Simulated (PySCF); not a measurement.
**Ionisation energy of Pt(75+) by level of theory**

Pt(75+) [He] 2s1 (2S) → Pt(76+) 1s2 (1S), as a difference of total energies. All numbers are calculated (PySCF 2.14, the spin-free X2C one-electron Hamiltonian (Gaussian nucleus), in an even-tempered Gaussian basis (18 s from 57 bohr⁻², ratio 2.2; 8 p from 87 bohr⁻², ratio 2.4; 5 d from 260 bohr⁻², ratio 2.4; 5 f from 390 bohr⁻², ratio 2.4; 4 g from 580 bohr⁻², ratio 2.4)). Correlated levels: nothing frozen; virtual orbitals above 40 to 60 times the deepest correlated orbital energy dropped. The calculations carry no spin-orbit coupling.

```csv
method,ionisation energy (eV)
UHF,22237.7
LDA,22223.4
PBE,22246.5
PBE0,22244.3
r2SCAN,22233.6
M06-L,22228.5
M06,22233.2
MP2 (all electrons),22237.9
SCS-MP2 (all electrons),22237.9
```

For this ion Breit and QED terms and the two-electron picture change, all absent here, outweigh the differences among the correlated methods.

For comparison: 22205.7 ± 0.3 eV (theoretical estimate listed by NIST; NIST Atomic Spectra Database, ionization energies).
